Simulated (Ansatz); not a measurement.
C2H8BNO, SMILES `CNB(C)O`. The species carries charge 0 and has multiplicity 1. The structure was optimised at the PBE0-D4/def2-TZVP level. It is one conformer, not always the lowest.

```xyz
13

C    -0.672   -1.268    1.329
N    -0.042   -0.754    0.141
B     0.118    0.587   -0.269
C     0.849    0.932   -1.620
O    -0.345    1.648    0.475
H     0.027   -1.834    1.954
H    -1.057   -0.453    1.945
H    -1.522   -1.917    1.097
H     0.328   -1.466   -0.466
H     0.193    1.519   -2.270
H     1.728    1.555   -1.429
H     1.177    0.053   -2.179
H    -0.782    1.400    1.292
```

(1) What is the dipole moment at PBE/def2-TZVPP? (An estimate is asked.)

(2) And with r2SCAN, B3LYP, ωB97M-V? (An estimate is asked.)

(3) Give the Mulliken charges with PBE, B3LYP, ωB97M-V in def2-TZVPP. (Estimate.)

Answers

(1) Ansatz gave: 2.53 D, with components (-0.51, -2.20, 1.13) D in this frame, pointing from negative to positive charge.

(2) The calculation gave: r2SCAN 2.52 D, B3LYP 2.56 D, ωB97M-V 2.54 D.

(3) Computed: 
| atom | PBE | B3LYP | ωB97M-V |
| --- | --- | --- | --- |
| C1 | -0.17 | -0.16 | -0.22 |
| N2 | -0.18 | -0.23 | -0.21 |
| B3 | 0.19 | 0.25 | 0.26 |
| C4 | -0.39 | -0.36 | -0.39 |
| O5 | -0.29 | -0.32 | -0.32 |
| H6 | 0.10 | 0.10 | 0.12 |
| H7 | 0.05 | 0.05 | 0.07 |
| H8 | 0.10 | 0.10 | 0.12 |
| H9 | 0.14 | 0.13 | 0.10 |
| H10 | 0.11 | 0.10 | 0.12 |
| H11 | 0.10 | 0.10 | 0.11 |
| H12 | 0.06 | 0.06 | 0.07 |
| H13 | 0.17 | 0.17 | 0.16 |

B3LYP here is the variant with VWN-RPA as its local correlation; programs differ in this.
